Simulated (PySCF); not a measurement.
Gas-phase reaction: 4 GaBr + 2 NO = 2 Ga₂O + N₂ + 2 Br₂

Energies from PySCF (xtb for GFN2), thermal terms from the rigid-rotor harmonic-oscillator model, ideal gas at 1 bar. † marks an energy on the PBE0/def2-TZVP geometry and frequencies; other levels use their own. MP2 and CCSD(T) freeze the core. 6-31G* has spherical d functions here. Open shells (unrestricted): NO (multiplicity 2, electronic degeneracy 4); the rest are closed-shell singlets. GFN2 has no spin-polarisation term. Spin-orbit splitting is ignored; it lowers the true energy and changes the entropy of NO. B3LYP is the form with VWN-RPA correlation. Br, Ga: all electrons, no relativistic terms. MP2 isn't extrapolated to the basis-set limit; its ΔH°(298 K) is -203.2 kJ in def2-SVP and -255.8 kJ in def2-TZVPP. CCSD(T) isn't extrapolated to the basis-set limit; its ΔH°(298 K) is -160.0 kJ in def2-SVP and -204.2 kJ in def2-TZVPP. The harmonic model lacks anharmonicity and excited electronic states, which grow with temperature; levels with a mode under 35 cm⁻¹ are left out. Soft modes under 120 cm⁻¹ make the harmonic entropy rough for Ga₂O.

```json
[
 {"level": "B3LYP/def2-TZVP†", "ΔE electronic, kJ": "-170", "ΔH°(298 K), kJ": "-167", "ΔS°(298 K), J/K": "-173", "ΔG°(800 K), kJ": "-32"},
 {"level": "BLYP/def2-TZVP†", "ΔE electronic, kJ": "-179", "ΔH°(298 K), kJ": "-176", "ΔS°(298 K), J/K": "-173", "ΔG°(800 K), kJ": "-41"},
 {"level": "CCSD(T)/def2-SVP†", "ΔE electronic, kJ": "-163", "ΔH°(298 K), kJ": "-160", "ΔS°(298 K), J/K": "-173", "ΔG°(800 K), kJ": "-25"},
 {"level": "GFN2-xTB", "ΔE electronic, kJ": "-445", "ΔH°(298 K), kJ": "-444", "ΔS°(298 K), J/K": "-188", "ΔG°(800 K), kJ": "-298"},
 {"level": "HF/6-31G*", "ΔE electronic, kJ": "2", "ΔH°(298 K), kJ": "5", "ΔS°(298 K), J/K": "-168", "ΔG°(800 K), kJ": "137"},
 {"level": "MP2/def2-SVP†", "ΔE electronic, kJ": "-206", "ΔH°(298 K), kJ": "-203", "ΔS°(298 K), J/K": "-173", "ΔG°(800 K), kJ": "-68"},
 {"level": "MP2/def2-TZVPP†", "ΔE electronic, kJ": "-259", "ΔH°(298 K), kJ": "-256", "ΔS°(298 K), J/K": "-173", "ΔG°(800 K), kJ": "-120"},
 {"level": "PBE/def2-SVP", "ΔE electronic, kJ": "-151", "ΔH°(298 K), kJ": "-148", "ΔS°(298 K), J/K": "-165", "ΔG°(800 K), kJ": "-19"},
 {"level": "PBE0/def2-QZVP†", "ΔE electronic, kJ": "-163", "ΔH°(298 K), kJ": "-160", "ΔS°(298 K), J/K": "-173", "ΔG°(800 K), kJ": "-25"},
 {"level": "r2SCAN/def2-TZVP†", "ΔE electronic, kJ": "-172", "ΔH°(298 K), kJ": "-169", "ΔS°(298 K), J/K": "-173", "ΔG°(800 K), kJ": "-34"},
 {"level": "ωB97M-V/def2-TZVP†", "ΔE electronic, kJ": "-196", "ΔH°(298 K), kJ": "-193", "ΔS°(298 K), J/K": "-173", "ΔG°(800 K), kJ": "-58"}
]
```
ΔH° is lowest at GFN2-xTB and highest at HF/6-31G*. No reference value is set beside these.
